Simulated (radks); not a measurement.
Task: Excited configurations of Mg2+: one electron is placed in a higher orbital outside [He] 2s2 2p5. The ground configuration is [Ne]. Calculated with a radial shooting solver on a logarithmic mesh with Libxc functionals: scalar-relativistic Kohn-Sham, r2SCAN, spin-polarised, spherical densities, finite nucleus; open shells are filled with parallel spins first; meta-GGA in the generalised Kohn-Sham scheme; Fermi nuclear charge, rms radius 3.057 fm. Excitation = E - E(ground); binding = E(ion) - E, where the ion is the core of charge +3; n* = 3/sqrt(2 binding) in atomic units, and the quantum defect is n - n*.

| outer orbital | excitation (eV) | binding (eV) | n* | quantum defect | eigenvalue (eV) | <r> (bohr) |
|---|---|---|---|---|---|---|
| 4p | 70.907 | 10.614 | 3.397 | 0.603 | -9.175 | 5.512 |
| 4d | 73.540 | 7.981 | 3.917 | 0.083 | -6.710 | 6.640 |
| 5s | 74.203 | 7.318 | 4.091 | 0.909 | -6.396 | 8.456 |
| 5p | 75.127 | 6.394 | 4.376 | 0.624 | -5.562 | 9.391 |
| 5d | 76.367 | 5.154 | 4.874 | 0.126 | -4.413 | 10.96 |
| 6s | 76.763 | 4.758 | 5.073 | 0.927 | -4.169 | 13.01 |
| 6p | 77.247 | 4.274 | 5.352 | 0.648 | -3.733 | 14.26 |
| 6d | 77.928 | 3.593 | 5.838 | 0.162 | -3.109 | 16.27 |
| 7d | 78.876 | 2.645 | 6.804 | 0.196 | -2.305 | 22.56 |

Estimate the row for 3s.

Result: excitation (eV) 54.208; binding (eV) 27.313; n* 2.117; quantum defect 0.883; eigenvalue (eV) -23.721; <r> (bohr) 2.292. The Delta-SCF ionisation energy is 81.521 eV (NIST Atomic Spectra Database: 80.144 eV, measured). Self-interaction in the functional shifts the binding energies and quantum defects, so they are the method's values and not measured ones. Open shells are spherical and high-spin; term and fine-structure splittings are not resolved.
